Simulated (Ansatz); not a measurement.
A run on `[SiH3]NC[SiH2]Cl` with other settings.

```yaml
crystal:
  periodic: [false, false, false]
  atoms:
    - {symbol: Si, position_ang: [-2.068093, -0.412924, 0.608658]}
    - {symbol: N, position_ang: [-0.527830, -0.573054, -0.141806]}
    - {symbol: C, position_ang: [0.706279, -0.076770, 0.450877]}
    - {symbol: Si, position_ang: [1.695958, 0.695782, -0.942178]}
    - {symbol: Cl, position_ang: [3.582213, 1.237526, -0.308427]}
    - {symbol: H, position_ang: [-2.286184, 1.022403, 0.929498]}
    - {symbol: H, position_ang: [-3.082183, -0.903074, -0.358864]}
    - {symbol: H, position_ang: [-2.215298, -1.174776, 1.884773]}
    - {symbol: H, position_ang: [-0.390847, -1.326747, -0.796713]}
    - {symbol: H, position_ang: [0.471092, 0.707027, 1.178625]}
    - {symbol: H, position_ang: [1.274109, -0.840988, 0.996821]}
    - {symbol: H, position_ang: [1.849291, -0.296258, -2.036562]}
    - {symbol: H, position_ang: [1.011791, 1.907055, -1.449904]}
basis:
  gaussian: {orbitals: cc-pVDZ}
total_charge: 1
magnetization: {spin_polarized: true, initial_magnetization: 1}
hamiltonian: {xc: {name: B3LYP}}
```

```sh
$ ansatz run in.yaml --threads 4 --pin off --events-out ev --progress --plain --max-ram 10444MiB
```

Shortened log:

```
Functional definition: B3LYP
1171 factors; integrals over basis functions are off by at most 1.2e-3 eV
mean field evaluation 1: about -30913.7006 eV, gradient 5.3e1 eV
mean field evaluation 2: about -30838.5550 eV, gradient 1.2e2 eV
mean field evaluation 4: about -30925.5098 eV, gradient 2.5e1 eV
mean field evaluation 8: about -30929.2733 eV, gradient 1.0e0 eV
mean field evaluation 16: about -30929.4663 eV, gradient 3.3e-3 eV
mean field -30929.46634084 eV, -1136.6369232804 hartree, gradient 3.8e-5 eV, S^2 0.755140; 3 other end points of the search recorded, 0 dependent functions left out
reference -30929.46664546 eV, -1136.6369344750 hartree; 33, 32 occupied and 89, 90 virtual orbitals, 1171 factors
Total energy: -30929.46664546 eV, -1136.6369344750 hartree
```

It took 4.2 s on 4 threads of an Arm Neoverse V1 on a shared host, with 0.4 GiB of host memory at the peak.
